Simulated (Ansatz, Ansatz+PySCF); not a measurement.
| atom | x (Å) | y (Å) | z (Å) |
| --- | --- | --- | --- |
| O | 0.0000 | 0.0000 | -0.1085 |
| H | 0.0000 | 0.0000 | 0.8679 |

Basis set: def2-SVP (spherical functions). Correlated methods keep 1 orbital frozen. Correlation on ROHF uses semicanonical orbitals with singles. Charge 0, multiplicity 2.

Computed with Ansatz (development build ahead of 0.2.0); each method stands on the lowest determinant of its kind that the runs found. Restricted functionals stand beside restricted open-shell atoms, which can lie above the unrestricted atoms usual in DFT and then raise those values.

(1) Give the atomization energy at this shape (free ground-state atoms in the same class of orbitals less the molecule, no zero-point energy) of doublet OH by ωB97X (unrestricted), ωB97X (restricted open-shell), r²SCAN (unrestricted), r²SCAN (restricted open-shell), PBE0 (unrestricted), PBE (unrestricted), UHF-CCSD(T), ROHF-MP2, UHF, ROHF.

## Answers

(1)

| method | atomization energy |
| --- | --- |
| ωB97X (unrestricted) | 4.44 eV |
| ωB97X (restricted open-shell) | 4.47 eV |
| r²SCAN (unrestricted) | 4.54 eV |
| r²SCAN (restricted open-shell) | 4.57 eV |
| PBE0 (unrestricted) | 4.42 eV |
| PBE (unrestricted) | 4.57 eV |
| UHF-CCSD(T) | 4.18 eV |
| ROHF-MP2 | 4.17 eV |
| UHF | 2.87 eV |
| ROHF | 2.90 eV |
